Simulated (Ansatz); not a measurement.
A CCSD(T) single point on ClF$_{2}$H$_{2}$NTi (`[NH2][Ti]([F])([F])[Cl]`).

```yaml
crystal:
  periodic: [false, false, false]
  atoms:
    - {symbol: N, position_ang: [-0.647086, 0.467967, 0.805807]}
    - {symbol: Ti, position_ang: [0.398557, -0.407933, -0.438450]}
    - {symbol: F, position_ang: [1.824471, -0.979495, 0.395336]}
    - {symbol: F, position_ang: [-0.586867, -1.665271, -1.147720]}
    - {symbol: Cl, position_ang: [1.009237, 1.001490, -2.018636]}
    - {symbol: H, position_ang: [-0.285113, 0.952843, 1.616175]}
    - {symbol: H, position_ang: [-1.652000, 0.562298, 0.741888]}
basis:
  gaussian: {orbitals: def2-SVP}
correlation: {method: ccsd_t}
```

```sh
$ ansatz run in.yaml --threads 4 --pin off --events-out ev --progress --plain --max-ram 10444MiB
```

The program prints (abridged):

```
Functional definition: HF
1008 factors; integrals over basis functions are off by at most 1.3e-3 eV
mean field evaluation 1: about -42499.7169 eV, gradient 6.2e1 eV
mean field evaluation 2: about -42499.8097 eV, gradient 6.2e1 eV
mean field evaluation 4: about -42508.2988 eV, gradient 5.0e0 eV
mean field evaluation 8: about -42508.4019 eV, gradient 6.1e-1 eV
mean field -42508.40393923 eV, -1562.1550315355 hartree, gradient 1.8e-6 eV, S^2 0.000000; 0 other end points of the search recorded, 0 dependent functions left out
13 core orbitals not correlated: weight in the atoms' cores, before any rotation towards them, 1.000 or more for the frozen orbitals, at most 0.000 for the correlated occupied ones
reference -42508.40393923 eV, -1562.1550315355 hartree; 20, 20 occupied and 68, 68 virtual orbitals, 1008 factors
second order -27.13691499 eV of doubles, -0.00000000 eV of singles
cycle   1  -26.18713487 eV  change    9.5e-1 eV  update   2.4e-1
cycle   2  -27.20912900 eV  change    -1.0e0 eV  update   1.6e-1
cycle   3  -27.40948072 eV  change   -2.0e-1 eV  update   4.3e-2
cycle   4  -27.41763660 eV  change   -8.2e-3 eV  update   1.3e-2
cycle   5  -27.40419434 eV  change    1.3e-2 eV  update   5.2e-3
cycle   6  -27.40279011 eV  change    1.4e-3 eV  update   2.5e-3
cycle   7  -27.40441715 eV  change   -1.6e-3 eV  update   1.3e-3
cycle   8  -27.40445503 eV  change   -3.8e-5 eV  update   5.1e-4
cycle   9  -27.40460922 eV  change   -1.5e-4 eV  update   2.2e-4
cycle  10  -27.40481304 eV  change   -2.0e-4 eV  update   1.1e-4
cycle  11  -27.40463328 eV  change    1.8e-4 eV  update   5.7e-5
cycle  12  -27.40459448 eV  change    3.9e-5 eV  update   2.8e-5
perturbative correction -1.07959849 eV, -0.0396745127 hartree
Total energy: -42536.88813219 eV, -1563.2018063197 hartree
```

Hardware: 4 threads of an Arm Neoverse V1 on a shared host. Wall time 8.5 s, peak host memory 0.46 GiB.

Correlation energy per correlated electron: -0.712 eV. T1 diagnostic: 0.0217.
